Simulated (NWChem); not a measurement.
Species: CdH2Se2; SMILES [SeH][Cd][SeH]

```xyz
5

Cd     0.0000     0.0000    -0.0131
Se    -0.0134    -2.4619    -0.0207
H      1.0297    -2.5054     1.0175
Se     0.0134     2.4619    -0.0207
H     -1.0297     2.5054     1.0175
```
Atoms are numbered in this order, from 1.

Results from NWChem. Coordinates come from a PBE0/def2-SVP (def2 core potentials past Kr) optimisation.

Task: What does the run give for Hartree-Fock/STO-3G, non-relativistic? Quantities: highest occupied level (eV); orbital gap (eV); dipole (D).

Result: The highest occupied level (eV) is -6.57 and the orbital gap (eV) is 13.79. The dipole (D) is 1.23.
